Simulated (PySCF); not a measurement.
**How methods differ on the ionisation energy of Ti⁺**

Ti⁺ [Ar] 3d2 4s1 (4F) → Ti²⁺ [Ar] 3d2 (3F), as a difference of total energies. Calculation: PySCF 2.14, in cc-pVDZ (6s5p3d1f, 43 functions); the non-relativistic Hamiltonian (point nucleus). Correlated levels: valence: [Ar] frozen. The calculations carry no spin-orbit coupling.

```tsv
method	ionisation energy (eV)
UHF	12.867
PBE	13.896
MN15	13.299
MP2 (valence)	13.009
SCS-MP2 (valence)	12.914
```

Problem. How much does correlation contribute at MP2 (valence)?

Solution. 13.009 − (12.867) = 0.142 eV, measured against UHF.

These non-relativistic numbers lack the scalar-relativistic shift.

The reference lies between the lowest fine-structure levels, while these numbers refer to the centres of the terms.

Errors of the correlated levels include the incompleteness of this basis and the frozen core.

For comparison: 13.575 eV (measured; NIST Atomic Spectra Database, ionization energies).
